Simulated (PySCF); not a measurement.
C₃H₂ClF₃, SMILES F/C=C(/Cl)C(F)F. Geometry optimised at PBE-D3(BJ)/def2-SVP. Other conformers were not sampled.

Question: Give the equilibrium geometry at PBE-D3(BJ)/def2-SVP (PySCF confirms it by a frequency run) as a Z-matrix. (An estimate is asked for; the answer gives what the named calculation found.)

Answer: Several could match; the one computed here: 
```
C
C 1 1.3495
F 2 1.3312 1 123.67
H 2 1.1028 3 114.00 1 -179.63
C 1 1.5112 2 127.43 4 -179.92
F 5 1.3599 1 111.09 2 -12.52
F 5 1.3681 6 108.27 1 -120.95
H 5 1.1155 6 108.97 7 -117.02
Cl 1 1.7398 2 118.80 4 -1.17
```
